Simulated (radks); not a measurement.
The platinum anion Pt2-, [Hg], held by a Watson sphere: a shell of charge +2 at radius R that stands for the Madelung well of a crystal (potential energy -2/R inside, -2/r outside, in hartree with lengths in bohr). Calculated with a radial shooting solver on a logarithmic mesh with Libxc functionals: scalar-relativistic Kohn-Sham, PBE, spin-unpolarised, spherical densities, finite nucleus; Fermi nuclear charge, rms radius of each element as measured or else 0.836 A^(1/3) + 0.57 fm. Response by self-consistent Sternheimer equations with the Hartree and adiabatic LDA kernel, the relativistic mass of each level held fixed and spin-orbit coupling left out. The sphere does not respond.

R (bohr) = 2.76: e(5p) (eV) -54.849; e(6s) (eV) -6.962; e(5d) (eV) -5.943; <r> 5d (bohr) 1.809; sum of <r^2> (bohr^2) 79.63; X-ray form factor at sin(theta)/lambda = 0.1 1/angstrom 75.053; alpha (bohr^3) 51.96
R (bohr) = 3.47: e(5p) (eV) -53.777; e(6s) (eV) -5.953; e(5d) (eV) -4.618; <r> 5d (bohr) 1.865; sum of <r^2> (bohr^2) 86.44; X-ray form factor at sin(theta)/lambda = 0.1 1/angstrom 74.813; alpha (bohr^3) 72.99
R (bohr) = 4.4: e(5p) (eV) -52.647; e(6s) (eV) -4.663; e(5d) (eV) -3.295; <r> 5d (bohr) 1.911; sum of <r^2> (bohr^2) 94.95; X-ray form factor at sin(theta)/lambda = 0.1 1/angstrom 74.592; alpha (bohr^3) 114.1
R (bohr) = 4.77: e(5p) (eV) -52.272; e(6s) (eV) -4.221; e(5d) (eV) -2.876; <r> 5d (bohr) 1.925; sum of <r^2> (bohr^2) 98.29; X-ray form factor at sin(theta)/lambda = 0.1 1/angstrom 74.527; alpha (bohr^3) 136.3
R (bohr) = 5.14: e(5p) (eV) -51.937; e(6s) (eV) -3.824; e(5d) (eV) -2.507; <r> 5d (bohr) 1.937; sum of <r^2> (bohr^2) 101.7; X-ray form factor at sin(theta)/lambda = 0.1 1/angstrom 74.472; alpha (bohr^3) 163.1
R (bohr) = 5.87: e(5p) (eV) -51.384; e(6s) (eV) -3.161; e(5d) (eV) -1.910; <r> 5d (bohr) 1.960; sum of <r^2> (bohr^2) 108.6; X-ray form factor at sin(theta)/lambda = 0.1 1/angstrom 74.391; alpha (bohr^3) 234.7
